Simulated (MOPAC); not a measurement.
MOPAC input (PM3):

```
PM3 1SCF CHARGE=-1 GEO-OK AUX(PRECISION=9) THREADS=1
C3H4Cl

C    -2.42378400 1    0.00527500 1    0.16041100 1
C    -1.07798600 1    0.30311100 1    0.19688400 1
C     0.02692800 1   -0.53967800 1    0.33311300 1
Cl    1.62681300 1    0.10845800 1   -0.28493400 1
H    -3.16491000 1    0.78839500 1    0.26682200 1
H    -2.78352000 1   -1.01914500 1    0.18236000 1
H    -0.82792600 1    1.36565500 1    0.17773600 1
H    -0.03040700 1   -1.59094200 1    0.07451700 1
```

From the output:

```
                                                       MOPAC v23.2.5 Linux

          FINAL HEAT OF FORMATION =         12.15215 KCAL/MOL =      50.84461 KJ/MOL

          COSMO AREA              =        111.68 SQUARE ANGSTROMS
          COSMO VOLUME            =         95.81 CUBIC ANGSTROMS

          IONIZATION POTENTIAL    =          1.652149 EV
          HOMO LUMO ENERGIES (EV) =         -1.652  6.465
          NO. OF FILLED LEVELS    =         12
          MOLECULAR WEIGHT        =         75.5176         POINT GROUP:  C1

          MOLECULAR DIMENSIONS (Angstroms)

            Atom       Atom       Distance
            H     5   Cl     4     4.87107
            H     8    H     7     2.81543
            H     6    C     3     0.46779

          SCF CALCULATIONS        =          1

   ATOM   CHEMICAL          X               Y               Z
  NUMBER   SYMBOL      (ANGSTROMS)     (ANGSTROMS)     (ANGSTROMS)

     1       C         -2.42378400  *   0.00527500  *   0.16041100  *
     2       C         -1.07798600  *   0.30311100  *   0.19688400  *
     3       C          0.02692800  *  -0.53967800  *   0.33311300  *
     4      Cl          1.62681300  *   0.10845800  *  -0.28493400  *
     5       H         -3.16491000  *   0.78839500  *   0.26682200  *
     6       H         -2.78352000  *  -1.01914500  *   0.18236000  *
     7       H         -0.82792600  *   1.36565500  *   0.17773600  *
     8       H         -0.03040700  *  -1.59094200  *   0.07451700  *

                             CARTESIAN COORDINATES

   1    C       -2.423784000     0.005275000     0.160411000
   2    C       -1.077986000     0.303111000     0.196884000
   3    C        0.026928000    -0.539678000     0.333113000
   4   Cl        1.626813000     0.108458000    -0.284934000
   5    H       -3.164910000     0.788395000     0.266822000
   6    H       -2.783520000    -1.019145000     0.182360000
   7    H       -0.827926000     1.365655000     0.177736000
   8    H       -0.030407000    -1.590942000     0.074517000

           Empirical Formula: C3 H4 Cl  =     8 atoms

      MOLECULAR POINT GROUP   :   C1

                  EIGENVALUES
 -49.70160 -27.81067 -18.89080 -13.68579 -10.26858  -9.65568  -7.46511  -6.62116
  -6.26237  -5.48172  -5.06723  -1.65215   6.46519   7.53455   9.20214   9.52206
   9.97451  10.32757  11.26861  11.88815

              NET ATOMIC CHARGES AND DIPOLE CONTRIBUTIONS

  ATOM NO.   TYPE          CHARGE      No. of ELECS.   s-Pop       p-Pop
    1          C          -0.568260        4.5683     1.18620     3.38206
    2          C           0.037872        3.9621     1.16105     2.80107
    3          C          -0.470232        4.4702     1.29932     3.17091
    4         Cl          -0.246584        7.2466     1.98121     5.26538
    5          H           0.061412        0.9386     0.93859
    6          H           0.069731        0.9303     0.93027
    7          H           0.039629        0.9604     0.96037
    8          H           0.076432        0.9236     0.92357
 DIPOLE           X         Y         Z       TOTAL
 POINT-CHG.     2.975     0.737    -0.686     3.141
 HYBRID        -0.439    -0.055    -0.605     0.750
 SUM            2.536     0.682    -1.291     2.926

          ATOMIC ORBITAL ELECTRON POPULATIONS

     Atom    s        px        py        pz
    1  C   1.18620   0.95872   0.99039   1.43295
    2  C   1.16105   0.92879   0.95408   0.91820
    3  C   1.29932   0.79773   0.92446   1.44873
    4 Cl   1.98121   1.44110   1.91545   1.90883
    5  H   0.93859
    6  H   0.93027
    7  H   0.96037
    8  H   0.92357

 **********************
 *                    *
 * JOB ENDED NORMALLY *
 *                    *
 **********************

 == MOPAC DONE ==
```

The dipole moment of an ion depends on the origin.

The geometry given is a B3LYP-D3(BJ)/def2-TZVP minimum.
